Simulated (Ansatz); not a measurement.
Relaxation of [ReO4]- (ReO₄⁻) with RKS PBE0-D4/def2-SVPD.

```sh
$ ansatz run in.yaml --threads 4 --pin off --events-out ev --progress --plain --max-ram 3916MiB
```

```yaml
crystal:
  periodic: [false, false, false]
  atoms:
    - {symbol: Re, position_ang: [-0.000030, 0.000050, -0.000020]}
    - {symbol: O, position_ang: [0.010230, -0.017420, 1.692720]}
    - {symbol: O, position_ang: [1.592590, 0.010060, -0.573880]}
    - {symbol: O, position_ang: [-0.805150, 1.385830, -0.545120]}
    - {symbol: O, position_ang: [-0.797650, -1.378510, -0.573690]}
basis:
  gaussian: {orbitals: def2-SVPD}
total_charge: -1
hamiltonian: {xc: pbe0, dispersion: d4}
scf: {lower_state_search: "off"}
output: {orbitals: {seedname: orbitals}}
relax: {f_tol: 0.02, max_steps: 100}
```

Run time 1.6 s (4 threads of AMD EPYC 9R45 on a shared host).

Positions (Å) and forces (eV/Å) at steps 1, 3 of 3:

```xyz
5
step=1 energy=-10309.7530 eV
Re    0.000    0.000    0.000    0.003   -0.001    0.001
O     0.010   -0.017    1.693    0.015   -0.026    2.541
O     1.593    0.010   -0.574    2.390    0.016   -0.861
O    -0.805    1.386   -0.545   -1.209    2.081   -0.819
O    -0.798   -1.379   -0.574   -1.199   -2.070   -0.862
5
step=3 energy=-10309.9437 eV
Re    0.000    0.000    0.000    0.000    0.000    0.000
O     0.010   -0.018    1.732    0.000    0.000   -0.001
O     1.629    0.010   -0.587   -0.001    0.000    0.000
O    -0.824    1.418   -0.558    0.001   -0.001    0.000
O    -0.816   -1.410   -0.587    0.001    0.001    0.000
```

In the def2 sets Re takes a core potential; there is no spin–orbit coupling. The relaxation made no stability test and no search for a lower SCF solution.
